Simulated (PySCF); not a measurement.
C₂H₉NOSi.
Atom-mapped SMILES: `[CH3:1][O:2][CH2:3][SiH2:4][NH2:5]` (hydrogens: H6, H7, H8 on C1; H9, H10 on C3; H11, H12 on Si4; H13, H14 on N5)

Jobs on this species (14 atoms, 50 electrons) with PySCF (density fitting). Hardware of each: one thread, Intel Xeon 6975P-C (x86_64), no GPU, shared host. Other jobs ran on the host; a repeat could differ by tens of per cent or more. Peak memory is the resident size of the whole Python process, interpreter and libraries included.

```json
{"level and settings": "delta-SCF UKS SCAN, pcX-2 on the ionised atom, pcseg-1 elsewhere, non-relativistic", "work": "ΔSCF core ionisation, 6 holes", "basis functions": "161", "SCF cycles": "?", "wall time": "?", "peak memory": "?"}
{"level and settings": "delta-SCF UKS B3LYP, pcX-2 on the ionised atom, pcseg-1 elsewhere, spin-free X2C", "work": "ΔSCF core ionisation, 6 holes", "basis functions": "161", "SCF cycles": "?", "wall time": "?", "peak memory": "?"}
{"level and settings": "delta-SCF UKS PBE, pcX-2 on the ionised atom, pcseg-1 elsewhere, spin-free X2C", "work": "ΔSCF core ionisation, 6 holes", "basis functions": "161", "SCF cycles": "?", "wall time": "?", "peak memory": "?"}
{"level and settings": "PBE0-D3(BJ)/def2-SVP, grid level 1", "work": "geometry optimisation from a GFN2-xTB start shaken at random", "basis functions": "119", "SCF cycles": "39", "wall time": "19 s", "peak memory": "0.52 GiB"}
{"level and settings": "delta-SCF UKS HF, pcX-2 on the ionised atom, pcseg-1 elsewhere, spin-free X2C", "work": "ΔSCF core ionisation, 6 holes", "basis functions": "161", "SCF cycles": "78", "wall time": "15 s", "peak memory": "0.56 GiB"}
{"level and settings": "delta-SCF UKS SCAN, def2-TZVP on the ionised atom, pcseg-1 elsewhere, spin-free X2C", "work": "ΔSCF core ionisation, 6 holes", "basis functions": "138", "SCF cycles": "90", "wall time": "24 s", "peak memory": "0.56 GiB"}
{"level and settings": "delta-SCF UKS SCAN, pcX-2 on the ionised atom, pcseg-1 elsewhere, spin-free X2C", "work": "ΔSCF core ionisation, 6 holes", "basis functions": "161", "SCF cycles": "91", "wall time": "24 s", "peak memory": "0.54 GiB"}
{"level and settings": "delta-SCF UKS PBE0, pcX-2 on the ionised atom, pcseg-1 elsewhere, spin-free X2C", "work": "ΔSCF core ionisation, 6 holes", "basis functions": "161", "SCF cycles": "84", "wall time": "28 s", "peak memory": "0.61 GiB"}
{"level and settings": "delta-SCF UKS SCAN, pcX-1 on the ionised atom, pcseg-1 elsewhere, spin-free X2C", "work": "ΔSCF core ionisation, 6 holes", "basis functions": "141", "SCF cycles": "91", "wall time": "22 s", "peak memory": "0.56 GiB"}
```

**Question.** Fill in the missing figures.

**Answer.** 
- delta-SCF UKS SCAN, pcX-2 on the ionised atom, pcseg-1 elsewhere, non-relativistic; ΔSCF core ionisation, 6 holes: 26 s, 0.56 GiB, 93 SCF cycles
- delta-SCF UKS B3LYP, pcX-2 on the ionised atom, pcseg-1 elsewhere, spin-free X2C; ΔSCF core ionisation, 6 holes: 28 s, 0.62 GiB, 84 SCF cycles
- delta-SCF UKS PBE, pcX-2 on the ionised atom, pcseg-1 elsewhere, spin-free X2C; ΔSCF core ionisation, 6 holes: 17 s, 0.56 GiB, 94 SCF cycles

**Question.** What do all jobs in the table cost together?

**Answer.** About 3.4 min; the longest takes about 14 % of that, and about 1.9 times as long as the shortest.
